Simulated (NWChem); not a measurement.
System: BF

The following NWChem deck was run.

```
start job
memory heap 200 mb stack 900 mb global 1100 mb
geometry units angstroms noautoz
  B      0.000000     0.000000    -0.815066
  F      0.000000     0.000000     0.459570
end
basis spherical
  B library def2-svp
  F library def2-svp
end
dft
  xc optx lyp
  iterations 150
  mulliken
end
task dft energy
```

Geometry: optimised at PBE-D3(BJ)/def2-SVP.

Q: What results follow from this input? (OLYP/def2-SVP.) Quantities: energy (Ha); highest occupied level (eV); orbital gap (eV); dipole (D).

A: 
* **energy (Ha)**: -124.53
* **highest occupied level (eV)**: -6.52
* **orbital gap (eV)**: 4.66
* **dipole (D)**: 1.22
